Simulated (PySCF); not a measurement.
Removing an electron from `[Br][Ga-]([Br])([Br])[Br]`

Species: GaBr4 (charge -1).
Structure used (PBE0-D3(BJ)/def2-SVP), in Å, numbered top down from 1:
```xyz
5
GaBr4 angstrom
Br    -1.8413   -0.9282   -1.1392
Ga    -0.0026    0.0104   -0.0072
Br    -0.3381    2.3208    0.3106
Br     1.9542   -0.3254   -1.2679
Br     0.2450   -1.0719    2.0694
```

Level: B3LYP/def2-SVPD (PySCF). Frontier orbitals with their largest atomic shares (Löwdin; up to four atoms above 4 %):

| orbital | ε (eV) | main atoms |
| --- | --- | --- |
| HOMO−3 | -4.23 | Br3 28 %, Br1 26 %, Br5 19 %, Br4 18 % |
| HOMO−2 | -3.88 | Br1 37 %, Br3 34 %, Br5 18 %, Br4 12 % |
| HOMO−1 | -3.88 | ? |
| HOMO | -3.86 | ? |
| LUMO | 2.00 | Ga2 30 %, Br3 18 %, Br1 18 %, Br5 17 % |
| LUMO+1 | 3.26 | Ga2 43 %, Br3 14 %, Br1 14 %, Br4 14 % |
| LUMO+2 | 3.46 | Br3 56 %, Br1 22 %, Br4 10 %, Br5 10 % |

Question: What vertical detachment energy does ΔSCF give, and how far is −ε(HOMO) from it?

Answer: ΔSCF: 5.66 eV (546 kJ/mol; threshold wavelength 219 nm); ⟨S²⟩ of the doublet left behind is 0.752, against 0.75 for a pure doublet. −ε(HOMO) is 3.86 eV, 1.80 eV below it. In exact Kohn–Sham theory the two would be equal; B3LYP (global hybrid, 20 % exact exchange) falls short of its own ΔSCF value by 32 %. Holes in the HOMO−1 and HOMO−2 were tried too where these lie within 1.2 eV of the HOMO; the lowest converged state counts.

Question: On which atoms does the HOMO lie?

Answer: HOMO: Br5 39 %, Br4 34 %, Br1 24 %; HOMO−1: Br4 33 %, Br3 32 %, Br5 22 %, Br1 13 %. These 2 orbitals lie within 0.02 eV of one another. The HOMO−2 lies 0.02 eV lower.

Question: How many of the 10 lowest singlet excitations (vertical TDDFT, same level) lie below the detachment energy?

Answer: 8; they run from 4.98 to 6.35 eV.

Question: What total energies stand behind the ΔSCF value?

Answer: E(N) = -12220.50237 Eh and E(N − 1) = -12220.29445 Eh at the same geometry, 0.20792 Eh apart.

Question: Shift the occupied levels rigidly so that −ε(HOMO) equals the ΔSCF value. What binding energies result?

Answer: The shift is +1.80 eV: HOMO 5.66, HOMO−1 5.68, HOMO−2 5.68, HOMO−3 6.03 eV. A rigid shift is only a rough guide to the deeper ionisations.

Question: What kinetic energy would electrons from this vertical process carry with 193 nm light (6.424 eV)?

Answer: 6.42 − 5.66 = 0.76 eV.

Geometry: PBE0-D3(BJ)/def2-SVP; no solvent, vibrations or thermal averaging. The geometry's basis has no diffuse functions. The calculation is non-relativistic, for gallium and bromine too.

These values come from a run that also computed excited states and ΔSCF ions. The run took 5.2 min wall on one thread of an Arm Neoverse V2 (shared host).
